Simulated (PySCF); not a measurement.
Molfile (atoms numbered from 1):
```
C7H7NO2
     RDKit          3D

 17 17  0  0  0  0  0  0  0  0999 V2000
    3.0084   -0.0838    0.0185 C   0  0  0  0  0  0  0  0  0  0  0  0
    1.6333   -0.4479    0.4883 C   0  0  0  0  0  0  0  0  0  0  0  0
    1.3749   -1.2301    1.3567 O   0  0  0  0  0  0  0  0  0  0  0  0
    0.7106    0.2373   -0.2366 O   0  0  0  0  0  0  0  0  0  0  0  0
   -0.6476    0.1101   -0.1214 C   0  0  0  0  0  0  0  0  0  0  0  0
   -1.3313   -0.7229    0.7649 C   0  0  0  0  0  0  0  0  0  0  0  0
   -2.7267   -0.6985    0.7120 C   0  0  0  0  0  0  0  0  0  0  0  0
   -3.4426    0.0560   -0.1142 N   0  0  0  0  0  0  0  0  0  0  0  0
   -2.7689    0.8440   -0.9502 C   0  0  0  0  0  0  0  0  0  0  0  0
   -1.3815    0.9114   -0.9977 C   0  0  0  0  0  0  0  0  0  0  0  0
    3.7519   -0.5126    0.6991 H   0  0  0  0  0  0  0  0  0  0  0  0
    3.1180    1.0076   -0.0418 H   0  0  0  0  0  0  0  0  0  0  0  0
    3.1622   -0.4849   -0.9951 H   0  0  0  0  0  0  0  0  0  0  0  0
   -0.8027   -1.3623    1.4662 H   0  0  0  0  0  0  0  0  0  0  0  0
   -3.2907   -1.3434    1.3961 H   0  0  0  0  0  0  0  0  0  0  0  0
   -3.3654    1.4642   -1.6291 H   0  0  0  0  0  0  0  0  0  0  0  0
   -0.8605    1.5679   -1.6964 H   0  0  0  0  0  0  0  0  0  0  0  0
  1  2  1  0
  2  3  2  0
  2  4  1  0
  4  5  1  0
  5  6  2  0
  6  7  1  0
  7  8  2  0
  8  9  1  0
  9 10  2  0
 10  5  1  0
  1 11  1  0
  1 12  1  0
  1 13  1  0
  6 14  1  0
  7 15  1  0
  9 16  1  0
 10 17  1  0
M  END
```

Geometry: PBE0-D3(BJ)/def2-SVP; GIAO shifts from PySCF 2.14.0 with density-fitted response routines, gas phase, non-relativistic, averaged over equivalent atoms.

At PBE0/pcSseg-1 (205 basis functions, 35 s wall time on 1 thread of an Arm Neoverse V2, shared host):
| atoms | δ (ppm) |
| --- | --- |
| C2 | 172.1 |
| C5 | 163.6 |
| C7/C9 | 157.3 |
| C6/C10 | 117.9 |
| C1 | 23.8 |
| O3 | 472.9 |
| O4 | 246.7 |
| N8 | 354.5 |
| H15/H16 | 8.73 |
| H14/H17 | 7.80 |
| H11/H12/H13 | 2.22 |

Chemical shifts δ = σref − σ; $^{13}$C (σ = 184.41 ppm) and $^{1}$H (σ = 31.27 ppm) against TMS; $^{17}$O (σ = 334.56 ppm) against H2O; NH3 for $^{15}$N (σ = 265.67 ppm), all at this level.

**Question.** Predict the values at KT2/pcSseg-1 on the same geometry.

**Answer.** 
| atoms | δ at KT2/pcSseg-1 | change |
| --- | --- | --- |
| C2 | 161.4 | -10.7 |
| C5 | 153.6 | -10.0 |
| C7/C9 | 145.4 | -11.9 |
| C6/C10 | 108.7 | -9.2 |
| C1 | 22.5 | -1.3 |
| O3 | 443.0 | -29.9 |
| O4 | 248.5 | +1.8 |
| N8 | 327.6 | -26.9 |
| H15/H16 | 8.39 | -0.34 |
| H14/H17 | 7.46 | -0.34 |
| H11/H12/H13 | 2.15 | -0.07 |

δ = σ(ref) − σ, references computed at the same level: $^{13}$C (183.22 ppm), $^{1}$H (31.18 ppm) against TMS; $^{17}$O (330.66 ppm) vs H2O; $^{15}$N (264.30 ppm) vs NH3.

The largest change is at O3 (ester carbonyl oxygen). Cost: 205 basis functions, 44 s wall time on 1 thread of an Arm Neoverse V2, shared host. The order of the carbon signals is the same at both levels.

Unscaled 17O shifts of doubly bonded oxygen tend to come out too high, by tens of ppm or more. Experimental scales use liquid or dissolved standards, which lie at an offset from isolated NH3 (liquid NH3: subtract about 20 ppm) and H2O (liquid H2O: subtract about 36 ppm). Unscaled 15N shifts of sp2 nitrogen come out 20 to 40 ppm too high even then.
